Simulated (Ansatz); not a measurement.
Consider the ligand exchange at the Si–N bond: `BN[SiH](F)F` + `[NH2][GeH3]` → `F[SiH](F)[NH][GeH3]` + `BN`.

Isolated molecules relaxed with PBE0-D4/def2-TZVP in Ansatz; ΔE leaves out vibrations. CCSD(T)/CBS adds triple-zeta CCSD(T) − MP2 to the extrapolated MP2 energy (def2 sets, frozen cores). This one scheme is used for every species. Functionals use def2-TZVPP. For Ge outer-core shells are correlated without core-valence functions, which leaves a few kJ/mol of doubt a bond. Scalar relativity is left out up to krypton. One conformer a species, not always the lowest.

(1) Is it downhill or uphill in electronic energy at CCSD(T)/CBS, and by how much? (An estimate is asked.)

(2) What do these levels give: PBE0-D4, ωB97M-V, r2SCAN, PBE0, MP2/def2-TZVPP, SCS-MP2/def2-TZVPP? (An estimate is asked.)

Largest T1 diagnostic among the species: 0.012.

## Answers

(1) Ansatz gave: Downhill: ΔE = -6.2 kcal/mol.

(2) The calculation gave: PBE0-D4 -6.5, ωB97M-V -6.5, r2SCAN -6.4, PBE0 -6.1, MP2/def2-TZVPP -6.3, SCS-MP2/def2-TZVPP -6.2 kcal/mol.
